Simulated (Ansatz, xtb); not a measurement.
## Relative energy of two conformers of CH9N2Si+

Structure I: `C[NH2+][SiH2]N`, a singlet. Structure II: `C[NH2+][SiH2]N`, a singlet. Both are isolated ions in the gas phase, relaxed with BLYP-D3(BJ)/def2-SVP.

I (Å):

```xyz
13

C    -0.0583    1.6429    0.6209
N    -0.8306    1.2221   -0.6108
N     1.4315   -0.2637   -1.8098
Si   -0.2152   -0.4484   -1.4304
H     1.0093    1.7172    0.3491
H    -0.4267    2.6176    0.9873
H    -0.1910    0.8735    1.4025
H    -0.7782    1.9760   -1.3206
H    -1.8396    1.1422   -0.3822
H     2.1846   -0.6228   -1.2164
H     1.7665   -0.0002   -2.7409
H    -1.1164   -0.4911   -2.6093
H    -0.4751   -1.3816   -0.3065
```

II (Å):

```csv
atom,x (Å),y (Å),z (Å)
C,0.3500,3.2364,0.9001
N,-0.1920,1.8874,0.4783
N,-2.5512,0.2706,-0.3511
Si,-2.1165,1.8484,0.1009
H,-0.1707,3.5577,1.8198
H,0.1585,3.9654,0.0925
H,1.4358,3.1674,1.0907
H,0.0172,1.1819,1.2088
H,0.3174,1.5518,-0.3601
H,-2.6253,2.2641,1.4315
H,-2.1584,2.8349,-1.0069
H,-2.9390,-0.4157,0.3024
H,-2.6266,-0.0364,-1.3251
```

Task: Estimate which is lower in electronic energy at CCSD(T)/def2-SVP + ΔMP2/def2-TZVPP, and by roughly how much.

Result: Too close to call at this level: CCSD(T)/def2-SVP + ΔMP2/def2-TZVPP gives E(II) − E(I) = −0.08 kcal/mol.

How the difference moves with the method:

```csv
level,geometry,E(II) − E(I) (kcal/mol),departure from the last row (kcal/mol),"job, with rough time for the two"
BLYP-D3(BJ)/def2-SVP,BLYP-D3(BJ)/def2-SVP,+0.11,+0.20,"optimisation, 22 s"
HF/def2-SVP,BLYP-D3(BJ)/def2-SVP,−0.05,+0.03,part of the CCSD(T) run
MP2/def2-SVP,BLYP-D3(BJ)/def2-SVP,+0.10,+0.19,part of the CCSD(T) run
CCSD(T)/def2-SVP,BLYP-D3(BJ)/def2-SVP,+0.10,+0.18,single point
CCSD(T)/def2-SVP + ΔMP2/def2-TZVPP,BLYP-D3(BJ)/def2-SVP,−0.08,,"single point, 21 s"
```

The largest departure from CCSD(T)/def2-SVP + ΔMP2/def2-TZVPP is that of BLYP-D3(BJ)/def2-SVP, 0.20 kcal/mol. Levels run at GFN2-xTB geometries aren't shown. The last row adds to CCSD(T) the change of the MP2 difference between the two basis sets, here −0.18 kcal/mol.

With harmonic frequencies from BLYP-D3(BJ)/def2-SVP (ideal gas, rigid rotor, one conformer each, 298.15 K, 1 atm): on the last row, ΔE + ΔZPE = −0.16, ΔH = −0.09, ΔG = −0.33 kcal/mol.

The correlated steps freeze 8 core orbitals. Mirror images aren't counted in ΔG. Codes used: Ansatz 0.2.0; the last row on 2 threads of Intel(R) Xeon(R) Platinum 8488C (Sapphire Rapids) on a shared host.
